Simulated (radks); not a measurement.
The numbers below are computed, except where a source is named.
Ionisation of neutral ruthenium, [Kr] 4d7 5s1, to Ru+, [Kr] 4d7, under several functionals. Scalar-relativistic Kohn-Sham, spin-unpolarised, spherical densities, point nucleus; a radial shooting solver on a logarithmic mesh with Libxc functionals.

functional,E(Ru) (hartree),Exc (hartree),IE (eV),-e(HOMO) (eV),<r> HOMO (bohr),IE error (eV)
exchange-only PBE,-4528.50877,-131.07337,6.783,3.700,3.503,-0.577
OLYP,-4532.58090,-135.32286,6.928,3.859,3.483,-0.433
"LDA (Slater exchange, VWN5 correlation)",-4526.29632,-128.86345,7.604,4.509,3.338,+0.244
"LDA (Slater exchange, Perdew-Zunger correlation)",-4526.27708,-128.84314,7.613,4.518,3.337,+0.253
Wu-Cohen GGA,-4530.09690,-132.70872,7.286,4.262,3.344,-0.075

NIST Atomic Spectra Database: 7.361 eV (measured). Closest: Wu-Cohen GGA. The Delta-SCF values span 0.83 eV, the total energies 6.30 hartree. The highest occupied level is 5s. Spin polarisation and multiplet splitting are left out, so open shells lie too high by an amount that depends on their filling.

Beside tabulated values, note that spin-unpolarised runs miss the spin-polarisation part of the exchange energy of open shells.
